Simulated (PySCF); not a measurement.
Cu: ionisation energy

Cu [Ar] 3d10 4s1 (2S) → Cu⁺ [Ar] 3d10 (1S), as a difference of total energies. All numbers are calculated (PySCF 2.14, scalar relativity by spin-free X2C-1e, in aug-cc-pVDZ-DK (7s6p4d2f, 59 functions)). Correlated levels: valence: [Ar] frozen. The calculations carry no spin-orbit coupling.

```json
{"method": "UHF", "ionisation energy (eV)": "6.588"}
{"method": "LDA", "ionisation energy (eV)": "8.688"}
{"method": "PBE", "ionisation energy (eV)": "8.419"}
{"method": "PBE0", "ionisation energy (eV)": "7.997"}
{"method": "r2SCAN", "ionisation energy (eV)": "8.284"}
{"method": "BP86", "ionisation energy (eV)": "8.600"}
{"method": "wB97X", "ionisation energy (eV)": "7.828"}
{"method": "BHandHLYP", "ionisation energy (eV)": "7.711"}
{"method": "TPSSh", "ionisation energy (eV)": "8.050"}
{"method": "MP2 (valence)", "ionisation energy (eV)": "7.630"}
{"method": "SCS-MP2 (valence)", "ionisation energy (eV)": "7.471"}
```

**Question.** How much does correlation contribute at MP2 (valence)?

**Answer.** 7.630 − (6.588) = 1.042 eV, measured against UHF.

Errors of the correlated levels include the incompleteness of this basis and the frozen core.

For comparison: 7.726 eV (measured; NIST Atomic Spectra Database, ionization energies).
